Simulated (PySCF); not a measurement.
`O=C[c-]1cccc1`, [C6H5O]-, charge -1

Cartesian coordinates in Å; atom numbers follow the order of the lines, from 1:
```xyz
12

O    -2.884    1.217    0.311
C    -2.152    0.332   -0.126
C    -0.729    0.239   -0.085
C     0.195    1.170    0.484
C     1.479    0.672    0.293
C     1.384   -0.577   -0.398
C     0.038   -0.841   -0.628
H    -2.626   -0.558   -0.643
H    -0.091    2.101    0.976
H     2.410    1.150    0.615
H     2.226   -1.211   -0.691
H    -0.382   -1.715   -1.134
```

Total charge -1.

Theory: PySCF 2.14.0, quadratic response B3LYP/def2-SVPD first hyperpolarisability, Taylor convention, gas phase. Geometry: PBE0-D3(BJ)/def2-SVP.

For a gas-phase anion, states above the detachment energy (about 0.9 eV, taken as minus the energy of the highest occupied orbital) lie in the continuum and depend on the basis.

(1) Give the tensor of the static β(0;0,0) in the axes of these coordinates.

Answers

(1) In au, Taylor convention; rows are the first index (the induced dipole):
|  | xx | yy | zz | xy | xz | yz |
| --- | --- | --- | --- | --- | --- | --- |
| x | +315.7 | -39.2 | -72.6 | -20.5 | +20.0 | +22.0 |
| y | -20.5 | +111.7 | +39.4 | -39.2 | +22.0 | +26.5 |
| z | +20.0 | +26.5 | +38.0 | +22.0 | -72.6 | +39.4 |

Norm of βᵢ = ⅓ Σⱼ (βᵢⱼⱼ + βⱼᵢⱼ + βⱼⱼᵢ): 256.4 au, hyper-Rayleigh value 137.6 au.
